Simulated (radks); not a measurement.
Spherical quantum dot in the effective-mass picture: electrons in a parabolic well V = omega^2 r^2 / 2 with omega = 0.225, with a point charge +2 (a donor) at the centre, all in effective atomic units (hartree* = m*/eps^2 hartree, bohr* = eps/m* bohr), one dielectric constant everywhere. Calculated with a radial shooting solver with Libxc functionals: non-relativistic Kohn-Sham, exchange-only LDA, spin-polarised, spherical densities. Levels are named by radial order and angular momentum (1s, 1p, 1d, 2s, ...), and open shells are averaged over m. Results are scaled to m* = 0.324 and eps = 16, for which hartree* = 34.44 meV and bohr* = 2.613 nm.

N = 30, configuration 1s2 1p6 1d10 2s2 1f(up 7, down 0) 2p(up 2, down 0) 3s(up 1, down 0). This is the lowest configuration that the search found. Occupied and some empty levels:

level    occupation  eigenvalue (meV)  <r> (nm)
1s up             1            153.90     2.665
1s down           1            154.71     2.600
2s up             1            168.81     14.67
1p up             3            169.86     15.12
2s down           1            170.35     14.58
1p down           3            171.44     15.04
1d up             5            172.20     17.00
1d down           5            173.81     16.82
1f up             7            174.87     18.19
3s up             1            175.25     14.82
2p up             2            175.97     14.21
1f down           0            176.54     18.06
3s down           0            177.07     15.20
2p down           0            177.84     14.59
1g up             0            177.92     19.14
1g down           0            179.63     19.07
2d up             0            180.07     16.07
1h up             0            181.31     19.94
2d down           0            181.68     16.53
1h down           0            183.05     19.95
2f up             0            184.05     17.55
3p up             0            184.18     15.70
2f down           0            185.48     17.84
3p down           0            185.79     15.61

Energy (meV): total 2870.83, kinetic 247.27, external 465.55, Hartree 2344.3, exchange-correlation -186.31.

Electron density:

r (nm)  n(r) (e/nm^3)
0.659         0.07563
2.31         0.008245
3.97         0.001469
5.63        0.0007169
7.28        0.0006878
8.94        0.0007097
10.6        0.0007191
12.3        0.0007309
13.9        0.0007446
15.6        0.0007342
17.2        0.0006675
18.9        0.0005335
20.5        0.0003602
22.2        0.0001993
23.8       0.00008877
25.5       0.00003142
27.2        8.849e-06
28.8        1.993e-06
30.5        3.497e-07
32.1        5.023e-08
